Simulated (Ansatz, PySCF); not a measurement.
B(H)(F)(NMe2) (C₂H₇BFN), SMILES N(BF)(C)C.

The structure is a stationary point at B3LYP-D3(BJ)/def2-SVP. The structure was generated by enumeration, and PubChem lists no compound with its InChIKey, so it may never have been made. Other conformers were not sampled.

Vertical ionisation energy (IE) and electron affinity (EA) in eV. Rows of orbital energies are one-electron estimates. Where ΔSCF, EOM or ADC give a negative EA the extra electron is unbound and the value depends on the basis.

| level | IE | EA |
|---|---|---|
| −ε(HOMO), −ε(LUMO), r2SCAN/def2-TZVP (PySCF) | ___ | ___ |
| −ε(HOMO), −ε(LUMO), PBE/def2-TZVP (PySCF) | 6.02 | 0.16 |
| ΔSCF, PBE0/def2-SVPD (Ansatz), final states of multiplicity 2 and 2 | 9.49 | -1.61 |
| ΔSCF, PBE/def2-SVPD (Ansatz), final states of multiplicity 2 and 2 | 9.37 | -1.45 |

Task: Complete the blanks. (An estimate is asked for; the answer gives what the named calculation found.)

Result: 
- −ε(HOMO), −ε(LUMO), r2SCAN/def2-TZVP (PySCF), IE: 6.24
- −ε(HOMO), −ε(LUMO), r2SCAN/def2-TZVP (PySCF), EA: -0.24

Task: What vertical singlet–triplet gap does ΔSCF give with PBE0/def2-SVPD (Ansatz, a program for electronic structure) and with PBE/def2-SVPD (Ansatz)? (An estimate is asked for; the answer gives what the named calculation found.)

Result: 5.84 and 5.74 eV (triplet above singlet where positive).
